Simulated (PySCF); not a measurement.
2-(methylsulfonyl)ethanol, C3H8O3S.
Numbering: `[CH3:1][S:2](=[O:3])(=[O:4])[CH2:5][CH2:6][OH:7]` (hydrogens: H8, H9, H10 on C1; H11, H12 on C5; H13, H14 on C6; H15 on O7)

A GFN2-xTB structure was refined with PBE0-D3(BJ)/def2-SVP geometry optimisation, gas phase in PySCF. Its GFN2-xTB values:

```csv
coordinate,GFN2-xTB
C1–S2,1.815 Å
C1–H8,1.082 Å
S2=O3,1.443 Å
S2=O4,1.434 Å
S2–C5,1.823 Å
C5–C6,1.524 Å
C5–H11,1.088 Å
C6–O7,1.394 Å
C6–H13,1.103 Å
C6–H14,1.095 Å
O7–H15,0.974 Å
C1–S2–O3,107.9°
C1–S2–C5,105.1°
S2–C5–C6,109.5°
O3–S2–O4,117.6°
O3–S2–C5,108.5°
O4–S2–C5,108.8°
C5–C6–O7,112.5°
```

Task: How do these coordinates change at the PBE0-D3(BJ)/def2-SVP level?

Result: 
| coordinate | PBE0-D3(BJ)/def2-SVP (Å or °) | change |
| --- | --- | --- |
| C1–S2 | 1.783 | -0.032 |
| S2–C5 | 1.793 | -0.030 |
| S2=O3 | 1.471 | +0.028 |
| S2=O4 | 1.456 | +0.022 |
| C1–H8 | 1.097 | +0.015 |
| C5–H11 | 1.102 | +0.014 |
| C6–H13 | 1.112 | +0.009 |
| C6–O7 | 1.385 | -0.009 |
| C6–H14 | 1.102 | +0.007 |
| O7–H15 | 0.972 | -0.002 |
| C5–C6 | 1.525 | +0.001 |
| S2–C5–C6 | 112.9 | +3.4 |
| O3–S2–O4 | 120.3 | +2.7 |
| O3–S2–C5 | 106.6 | -1.9 |
| C1–S2–O3 | 106.9 | -1.0 |
| C1–S2–C5 | 105.5 | +0.4 |
| C5–C6–O7 | 112.9 | +0.4 |
| O4–S2–C5 | 109.0 | +0.2 |

The energy falls by 3.2 kcal/mol over 6 energy and gradient evaluations, the largest force component goes from 0.0320 to 4.2e-04 Eh/bohr, and the atoms move by 0.061 Å rms after alignment. The bond that changes most is C1–S2 (S-methyl carbon to sulfonyl sulfur), which shortens by 0.032 Å. Bonds longer at the end by more than 0.005 Å: 9 of 14; shorter: 3. Rotational constants go from 3736, 1618, 1568 to 3793, 1583, 1545 MHz.

The run used 142 basis functions and 42 SCF cycles in all.

Not checked by PBE0-D3(BJ)/def2-SVP frequencies. The numbers are those of one conformer.

The values belong to the conformer `[CH3:1][S:2](=[O:3])(=[O:4])[CH2:5][CH2:6][OH:7]`: C1–S2–C5–C6 76°, S2–C5–C6–O7 67°, H–O7–C6–C5 -54°.
